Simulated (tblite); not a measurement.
Record of a relaxation.

Compound: C₈H₁₁ (doublet state).
SMILES with atom numbers: `[CH3:1][CH2:2][C:3]1=[CH:4][C:5]=[CH:6][CH2:7][CH2:8]1` (hydrogens: H9, H10, H11 on C1; H12, H13 on C2; H14 on C4; H15 on C6; H16, H17 on C7; H18, H19 on C8)
Bond orders are those of one Lewis drawing.

Computed with GFN2-xTB (tblite), gas phase: L-BFGS steps from a force-field or distance-geometry start until the largest atomic force falls under 0.01 eV/Å. 8 of its 87 geometries are shown.

Step 0: E = -614.3854 eV, largest atomic force 4.106 eV/Å
```
atom  x, y, z in Å  |  force x, y, z in eV/Å
C1      2.207    0.701   -0.520    0.617   0.167   0.041
C2      1.609   -0.685   -0.411   -0.044  -0.457   0.216
C3      0.223   -0.490    0.146    1.886  -0.565  -1.925
C4     -0.018   -1.062    1.278   -2.299  -1.048   3.236
C5     -1.383   -0.883    1.841    1.111   0.682  -1.822
C6     -2.251   -0.161    1.149   -0.969  -0.971   2.975
C7     -2.033    0.511   -0.130   -1.987   0.545  -1.469
C8     -0.666    0.331   -0.678    0.964   1.575  -1.490
H9      1.734    1.191   -1.379    0.626   0.137   0.246
H10     3.288    0.540   -0.659   -0.366   0.705  -0.067
H11     2.004    1.298    0.407    0.358  -0.558  -0.832
H12     1.567   -1.200   -1.396    0.128   0.334   0.501
H13     2.208   -1.304    0.295   -0.362   0.313  -0.562
H14     0.700   -1.656    1.830   -0.080   0.105  -0.122
H15    -3.247   -0.050    1.614    0.308   0.112  -0.490
H16    -2.316    1.605   -0.064    0.091  -1.078  -0.012
H17    -2.731    0.011   -0.865    0.068   0.672   0.638
H18    -0.712   -0.052   -1.751    0.286   0.356   1.182
H19    -0.194    1.366   -0.714   -0.336  -1.027  -0.244
```

Step 12: E = -615.0917 eV, largest atomic force 0.138 eV/Å
```
atom  x, y, z in Å  |  force x, y, z in eV/Å
C1      2.301    0.699   -0.555    0.031   0.015  -0.002
C2      1.656   -0.682   -0.430   -0.060  -0.045   0.031
C3      0.267   -0.543    0.128   -0.036   0.004  -0.036
C4     -0.086   -1.071    1.305   -0.035  -0.027  -0.002
C5     -1.398   -0.838    1.804    0.003  -0.010  -0.063
C6     -2.351   -0.164    1.222   -0.030   0.046   0.051
C7     -2.116    0.480   -0.141   -0.041  -0.050   0.002
C8     -0.675    0.328   -0.668   -0.015   0.055   0.022
H9      1.881    1.241   -1.396    0.007   0.059  -0.056
H10     3.375    0.639   -0.699    0.061  -0.124  -0.006
H11     2.105    1.260    0.354    0.083   0.088   0.042
H12     1.634   -1.180   -1.404   -0.059   0.073  -0.050
H13     2.248   -1.310    0.235    0.047   0.002   0.086
H14     0.600   -1.674    1.879    0.063  -0.039   0.034
H15    -3.335   -0.018    1.642    0.016  -0.006  -0.015
H16    -2.372    1.542   -0.049    0.007  -0.087  -0.036
H17    -2.832    0.031   -0.835    0.020  -0.003  -0.015
H18    -0.690   -0.051   -1.698   -0.028   0.043   0.088
H19    -0.218    1.321   -0.700   -0.034   0.007  -0.074
```

Step 25: E = -615.1195 eV, largest atomic force 0.077 eV/Å
```
atom  x, y, z in Å  |  force x, y, z in eV/Å
C1      2.364    0.706   -0.558   -0.002  -0.031   0.002
C2      1.642   -0.640   -0.411    0.031  -0.002  -0.026
C3      0.255   -0.502    0.149    0.074   0.023   0.001
C4     -0.105   -1.080    1.302    0.005   0.004  -0.028
C5     -1.421   -0.865    1.796    0.002   0.024   0.013
C6     -2.371   -0.170    1.232    0.014   0.000   0.022
C7     -2.146    0.456   -0.140   -0.002  -0.006  -0.023
C8     -0.700    0.343   -0.657    0.051  -0.004   0.012
H9      1.972    1.273   -1.400   -0.008  -0.015   0.048
H10     3.426    0.537   -0.733   -0.030   0.011   0.002
H11     2.253    1.301    0.346    0.021  -0.038  -0.012
H12     1.592   -1.116   -1.395   -0.009  -0.019  -0.001
H13     2.229   -1.290    0.241   -0.024   0.018   0.007
H14     0.585   -1.694    1.863   -0.004   0.006   0.002
H15    -3.346   -0.010    1.665   -0.011  -0.006  -0.005
H16    -2.438    1.506   -0.075   -0.022   0.019   0.005
H17    -2.838   -0.027   -0.835   -0.021  -0.038  -0.026
H18    -0.706   -0.060   -1.675   -0.021   0.020   0.003
H19    -0.259    1.342   -0.722   -0.044   0.034   0.005
```

Step 37: E = -615.1276 eV, largest atomic force 0.112 eV/Å
```
atom  x, y, z in Å  |  force x, y, z in eV/Å
C1      2.393    0.688   -0.555   -0.016  -0.032   0.005
C2      1.645   -0.640   -0.413   -0.048  -0.020  -0.008
C3      0.259   -0.470    0.147   -0.013   0.065   0.022
C4     -0.099   -1.047    1.302    0.003  -0.047  -0.041
C5     -1.409   -0.835    1.812    0.028   0.041  -0.064
C6     -2.373   -0.167    1.238   -0.014   0.025  -0.013
C7     -2.165    0.433   -0.150    0.006  -0.018   0.002
C8     -0.706    0.375   -0.651   -0.026  -0.001  -0.011
H9      1.975    1.290   -1.358   -0.010   0.012   0.041
H10     3.441    0.501   -0.783   -0.016   0.009   0.005
H11     2.335    1.248    0.376    0.026   0.016  -0.033
H12     1.586   -1.125   -1.391   -0.013   0.014  -0.045
H13     2.215   -1.299    0.246   -0.018   0.008   0.008
H14     0.588   -1.683    1.841    0.013   0.024   0.049
H15    -3.349   -0.018    1.671   -0.010   0.012  -0.003
H16    -2.505    1.473   -0.111    0.012  -0.052  -0.017
H17    -2.828   -0.097   -0.844    0.021  -0.014   0.040
H18    -0.700   -0.011   -1.676    0.017   0.011  -0.016
H19    -0.311    1.395   -0.707    0.058  -0.053   0.080
```

Step 49: E = -615.1671 eV, largest atomic force 0.179 eV/Å
```
atom  x, y, z in Å  |  force x, y, z in eV/Å
C1      2.438    0.631   -0.544   -0.054   0.006   0.017
C2      1.617   -0.657   -0.452   -0.010  -0.037   0.022
C3      0.244   -0.453    0.119   -0.012   0.130   0.123
C4     -0.086   -0.960    1.315    0.029  -0.004   0.048
C5     -1.377   -0.702    1.849   -0.007  -0.019  -0.037
C6     -2.374   -0.121    1.239   -0.015   0.087  -0.022
C7     -2.197    0.334   -0.208    0.003  -0.042   0.029
C8     -0.718    0.442   -0.623   -0.073   0.043  -0.011
H9      1.934    1.369   -1.163    0.051  -0.014  -0.032
H10     3.416    0.418   -0.974   -0.056   0.018  -0.010
H11     2.589    1.057    0.446   -0.037   0.002   0.017
H12     1.544   -1.105   -1.446   -0.045   0.016  -0.044
H13     2.140   -1.358    0.199    0.114  -0.086  -0.060
H14     0.610   -1.559    1.884   -0.004  -0.048  -0.023
H15    -3.350    0.025    1.670   -0.026   0.047   0.021
H16    -2.684    1.307   -0.329    0.033  -0.092  -0.015
H17    -2.735   -0.383   -0.837    0.072  -0.010  -0.035
H18    -0.640    0.252   -1.696    0.050  -0.016  -0.006
H19    -0.379    1.472   -0.458   -0.013   0.019   0.017
```

Step 61: E = -615.2263 eV, largest atomic force 0.075 eV/Å
```
atom  x, y, z in Å  |  force x, y, z in eV/Å
C1      2.467    0.575   -0.541    0.009  -0.007   0.008
C2      1.563   -0.660   -0.499    0.002   0.018   0.023
C3      0.254   -0.372    0.172    0.030  -0.007   0.007
C4     -0.089   -0.874    1.368    0.005  -0.028   0.011
C5     -1.369   -0.548    1.891   -0.010   0.009  -0.030
C6     -2.374   -0.044    1.223    0.004   0.040   0.028
C7     -2.176    0.182   -0.274   -0.009   0.011  -0.013
C8     -0.715    0.540   -0.540    0.037  -0.010  -0.021
H9      1.942    1.421   -0.976    0.019   0.009  -0.030
H10     3.353    0.372   -1.139   -0.010   0.008   0.022
H11     2.784    0.844    0.464   -0.021   0.022   0.004
H12     1.366   -0.989   -1.525    0.035  -0.019   0.046
H13     2.086   -1.462    0.028   -0.056   0.000  -0.042
H14     0.567   -1.526    1.923    0.027  -0.067  -0.003
H15    -3.335    0.198    1.647   -0.019   0.006   0.009
H16    -2.823    0.996   -0.606   -0.016  -0.022  -0.013
H17    -2.458   -0.723   -0.823   -0.008  -0.040   0.037
H18    -0.513    0.517   -1.612   -0.047   0.026  -0.053
H19    -0.540    1.563   -0.189    0.030   0.049   0.011
```

Step 74: E = -615.2370 eV, largest atomic force 0.056 eV/Å
```
atom  x, y, z in Å  |  force x, y, z in eV/Å
C1      2.462    0.585   -0.534   -0.024   0.044  -0.018
C2      1.567   -0.655   -0.502    0.009  -0.001  -0.001
C3      0.251   -0.377    0.159   -0.012  -0.008   0.009
C4     -0.104   -0.910    1.340    0.012  -0.026  -0.006
C5     -1.367   -0.562    1.887    0.020   0.025  -0.013
C6     -2.364   -0.006    1.246    0.003  -0.008  -0.038
C7     -2.172    0.185   -0.258    0.027  -0.032  -0.017
C8     -0.713    0.550   -0.543    0.001   0.019   0.007
H9      1.960    1.403   -1.043   -0.009   0.043  -0.028
H10     3.388    0.372   -1.064    0.013  -0.027   0.023
H11     2.704    0.908    0.475   -0.009  -0.019   0.006
H12     1.388   -0.991   -1.528    0.009   0.009   0.008
H13     2.086   -1.454    0.028   -0.007  -0.036   0.023
H14     0.538   -1.603    1.865    0.004   0.004   0.001
H15    -3.315    0.255    1.678    0.032   0.045   0.011
H16    -2.836    0.965   -0.633   -0.013  -0.003   0.043
H17    -2.425   -0.755   -0.759   -0.019   0.007  -0.039
H18    -0.537    0.527   -1.620    0.007  -0.013   0.007
H19    -0.519    1.575   -0.200   -0.044  -0.024   0.020
```

Step 86: E = -615.2432 eV, largest atomic force 0.009 eV/Å
```
atom  x, y, z in Å  |  force x, y, z in eV/Å
C1      2.442    0.603   -0.531    0.001  -0.003  -0.001
C2      1.573   -0.657   -0.506   -0.001  -0.001   0.002
C3      0.248   -0.399    0.143    0.003   0.000   0.002
C4     -0.109   -0.953    1.316    0.001   0.002   0.004
C5     -1.355   -0.577    1.877    0.000   0.004   0.001
C6     -2.344    0.009    1.252    0.002   0.003   0.001
C7     -2.174    0.181   -0.257   -0.009   0.003   0.000
C8     -0.714    0.537   -0.546   -0.003  -0.008  -0.003
H9      1.968    1.387   -1.115   -0.005   0.000   0.001
H10     3.411    0.382   -0.973    0.002   0.002   0.005
H11     2.598    0.972    0.480    0.004   0.001  -0.002
H12     1.418   -1.003   -1.532   -0.004   0.004   0.003
H13     2.099   -1.444    0.039    0.001   0.001  -0.004
H14     0.529   -1.656    1.830    0.003  -0.007   0.000
H15    -3.262    0.339    1.709    0.004  -0.004  -0.002
H16    -2.837    0.967   -0.618    0.001   0.003  -0.005
H17    -2.441   -0.755   -0.759   -0.005   0.000   0.003
H18    -0.541    0.520   -1.624    0.006   0.004  -0.004
H19    -0.520    1.558   -0.192   -0.001  -0.003  -0.001
```

Question: Summarise the path.

Answer: The energy falls by 82.76 kJ/mol from step 0 to step 86; nine tenths of that is first reached at step 46. It rises by more than 0.2 meV at step 47. The largest force goes from 4.106 to 0.009 eV/Å. Among the bonds C4–C5 changes most, from 1.487 to 1.417 Å; the atoms move by 0.461 Å rms after alignment.

What follows is the cost of the whole relaxation. Time: 0.65 s wall. Hardware: an Intel Xeon at 2.60 GHz with one thread, shared host with 128 logical CPUs at a one-minute load of 14.
